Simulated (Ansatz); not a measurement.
`OB([SiH3])C(F)Cl` from Hartree–Fock to CCSD(T)

```xyz
11

O    -1.054    1.262   -0.892
B    -0.344    0.304   -0.263
Si    1.658    0.169   -0.566
C    -1.083   -0.710    0.720
F    -0.398   -1.872    0.911
Cl   -1.156    0.194    2.267
H    -1.998    1.273   -0.698
H     1.931   -0.985   -1.468
H     2.372   -0.070    0.716
H     2.191    1.402   -1.202
H    -2.118   -0.970    0.475
```

The species carries charge 0 and has multiplicity 1. Geometry: relaxed with PBE0-D4/def2-TZVP. It is one conformer, not always the lowest. Frozen core, restricted reference, Ansatz. CBS rows extrapolate triple and quadruple zeta; past MP2 they add the triple-zeta difference.

```csv
basis,HF (Eh),MP2 corr.,CCSD corr.,(T),CCSD(T) total
def2-TZVPP,?,-1.06364,?,?,?
def2-QZVPP,-988.38452,?,–,–,–
CBS(def2),-988.38894,-1.21998,-1.27282,as TZ,-989.70449
```

**Question.** Fill in the withheld values. (Best estimate.)

**Answer.** Ansatz gave: def2-TZVPP HF (Eh): -988.35237; def2-TZVPP CCSD corr.: -1.11648; def2-TZVPP (T): -0.04273; def2-TZVPP CCSD(T) total: -989.51158; def2-QZVPP MP2 corr.: -1.15346.
